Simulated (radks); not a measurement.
All-electron atom: Te III in [Kr] 4d10 5s2 5p2.

All-electron calculation, scalar-relativistic Kohn-Sham, r2SCAN, spin-polarised, spherical densities, finite nucleus; open shells are filled with parallel spins first (spin-orbit coupling, left out, can overturn this in heavy ions); meta-GGA in the generalised Kohn-Sham scheme; Fermi nuclear charge, rms radius 4.7423 fm; hard spherical wall at 12 bohr. Program: a radial shooting solver on a logarithmic mesh with Libxc functionals.

Energy parts (hartree):
part                        energy
total                  -6794.20071
kinetic                 7118.65905
electron-nucleus      -16399.30266
Hartree                 2662.01141
exchange-correlation    -175.56851

Orbitals (lengths in bohr, moments of r in powers of bohr; <r^-3> diverges for s and p1/2):
[
 {"orbital": "1s up", "occ.": "1", "eigenvalue (hartree)": "-1165.111", "<r^4>": "2.877e-06", "<1/r>": "55.57", "<r^-3>": "-", "<r^2>": "0.001049"},
 {"orbital": "1s down", "occ.": "1", "eigenvalue (hartree)": "-1165.107", "<r^4>": "2.877e-06", "<1/r>": "55.57", "<r^-3>": "-", "<r^2>": "0.001049"},
 {"orbital": "2s up", "occ.": "1", "eigenvalue (hartree)": "-179.8849", "<r^4>": "0.0004929", "<1/r>": "12.73", "<r^-3>": "-", "<r^2>": "0.01693"},
 {"orbital": "2s down", "occ.": "1", "eigenvalue (hartree)": "-179.8846", "<r^4>": "0.0004929", "<1/r>": "12.73", "<r^-3>": "-", "<r^2>": "0.01693"},
 {"orbital": "2p up", "occ.": "3", "eigenvalue (hartree)": "-161.4431", "<r^4>": "0.0003563", "<1/r>": "12.18", "<r^-3>": "5396", "<r^2>": "0.01340"},
 {"orbital": "2p down", "occ.": "3", "eigenvalue (hartree)": "-161.4407", "<r^4>": "0.0003563", "<1/r>": "12.18", "<r^-3>": "5396", "<r^2>": "0.01340"},
 {"orbital": "3s up", "occ.": "1", "eigenvalue (hartree)": "-36.61428", "<r^4>": "0.02126", "<1/r>": "4.560", "<r^-3>": "-", "<r^2>": "0.1181"},
 {"orbital": "3s down", "occ.": "1", "eigenvalue (hartree)": "-36.61231", "<r^4>": "0.02125", "<1/r>": "4.560", "<r^-3>": "-", "<r^2>": "0.1181"},
 {"orbital": "3p up", "occ.": "3", "eigenvalue (hartree)": "-30.57864", "<r^4>": "0.02244", "<1/r>": "4.331", "<r^-3>": "1025", "<r^2>": "0.1186"},
 {"orbital": "3p down", "occ.": "3", "eigenvalue (hartree)": "-30.57594", "<r^4>": "0.02244", "<1/r>": "4.330", "<r^-3>": "1025", "<r^2>": "0.1186"},
 {"orbital": "3d up", "occ.": "5", "eigenvalue (hartree)": "-21.46814", "<r^4>": "0.01997", "<1/r>": "4.087", "<r^-3>": "140.5", "<r^2>": "0.1043"},
 {"orbital": "3d down", "occ.": "5", "eigenvalue (hartree)": "-21.46534", "<r^4>": "0.01996", "<1/r>": "4.087", "<r^-3>": "140.5", "<r^2>": "0.1043"},
 {"orbital": "4s up", "occ.": "1", "eigenvalue (hartree)": "-6.90962", "<r^4>": "0.6474", "<1/r>": "1.815", "<r^-3>": "-", "<r^2>": "0.6621"},
 {"orbital": "4s down", "occ.": "1", "eigenvalue (hartree)": "-6.90303", "<r^4>": "0.6477", "<1/r>": "1.813", "<r^-3>": "-", "<r^2>": "0.6627"},
 {"orbital": "4p up", "occ.": "3", "eigenvalue (hartree)": "-5.02986", "<r^4>": "0.9074", "<1/r>": "1.659", "<r^-3>": "192.2", "<r^2>": "0.7694"},
 {"orbital": "4p down", "occ.": "3", "eigenvalue (hartree)": "-5.02412", "<r^4>": "0.9027", "<1/r>": "1.658", "<r^-3>": "191.9", "<r^2>": "0.7688"},
 {"orbital": "4d up", "occ.": "5", "eigenvalue (hartree)": "-2.28193", "<r^4>": "2.150", "<1/r>": "1.369", "<r^-3>": "19.51", "<r^2>": "1.107"},
 {"orbital": "4d down", "occ.": "5", "eigenvalue (hartree)": "-2.27203", "<r^4>": "2.054", "<1/r>": "1.374", "<r^-3>": "19.63", "<r^2>": "1.090"},
 {"orbital": "5s up", "occ.": "1", "eigenvalue (hartree)": "-1.25547", "<r^4>": "29.54", "<1/r>": "0.6475", "<r^-3>": "-", "<r^2>": "4.472"},
 {"orbital": "5s down", "occ.": "1", "eigenvalue (hartree)": "-1.16567", "<r^4>": "28.41", "<1/r>": "0.6603", "<r^-3>": "-", "<r^2>": "4.368"},
 {"orbital": "5p up", "occ.": "2", "eigenvalue (hartree)": "-0.86053", "<r^4>": "55.41", "<1/r>": "0.5484", "<r^-3>": "21.22", "<r^2>": "6.082"},
 {"orbital": "5p down", "occ.": "0", "eigenvalue (hartree)": "-0.75916", "<r^4>": "50.96", "<1/r>": "0.5605", "<r^-3>": "22.58", "<r^2>": "5.851"},
 {"orbital": "5d up", "occ.": "0", "eigenvalue (hartree)": "-0.36654", "<r^4>": "270.3", "<1/r>": "0.3820", "<r^-3>": "1.543", "<r^2>": "12.91"},
 {"orbital": "6s up", "occ.": "0", "eigenvalue (hartree)": "-0.34260", "<r^4>": "830.6", "<1/r>": "0.2841", "<r^-3>": "-", "<r^2>": "24.07"}
]

The highest occupied level is 5p up at -23.416 eV. The electron density at the nucleus is 2.349e+05 e/bohr^3 (large components only). Spin moment in Bohr magnetons: 2. The pressure on the wall is 1.26e-07 GPa. Summed over all electrons, <r^2> = 40.03 bohr^2, which gives a Langevin (diamagnetic) susceptibility term of -31.7 x 10^-6 cm^3/mol. The spin density at the nucleus is -3.094 e/bohr^3 (1s -0.466, 2s 0.196, 3s 0.280, 4s 0.944, 5s -4.047). The density falls to 0.001 e/bohr^3 at r = 3.91 bohr.
